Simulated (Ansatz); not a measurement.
Molecule: sum formula H$_{6}$BSiO$_{2}$, charge 1, multiplicity 1. It need not be the lowest isomer of its formula. 
Geometry from a B3LYP-D3(BJ)/def2-TZVP (Ansatz, a program for electronic structure) optimisation:
```
B
O 1 1.3185
H 2 0.9655 1 119.83
O 1 1.5064 2 106.41 3 180.00
H 4 0.9713 1 123.79 2 -180.00
H 4 0.9773 5 114.95 1 180.00
Si 1 2.0367 2 136.12 3 0.00
H 7 1.4751 1 106.70 2 60.30
H 7 1.4751 8 112.61 1 116.74
H 7 1.4794 8 111.95 9 127.18
```
Charge +1, spin multiplicity 1.

Parts of the frozen-core correlation energy in 6-31G* (Ansatz, hartree). Frozen orbitals: 8; correlated occupied orbitals by spin: 12 and 12; virtual: 56 and 56. No spin-orbit coupling. No relativistic terms.

```json
[
 {"term": "reference (HF)", "value": "-466.61982"},
 {"term": "MP2 opposite-spin", "value": "-0.38305"},
 {"term": "MP2 same-spin", "value": "?"},
 {"term": "CCSD correlation", "value": "?"},
 {"term": "(T)", "value": "?"},
 {"term": "T1 diagnostic", "value": "0.015"},
 {"term": "largest doubles amplitude", "value": "0.036"}
]
```

Question: What belongs in the gaps?

Answer: 
- MP2 same-spin, value: -0.12434
- CCSD correlation, value: -0.54623
- (T), value: -0.01189
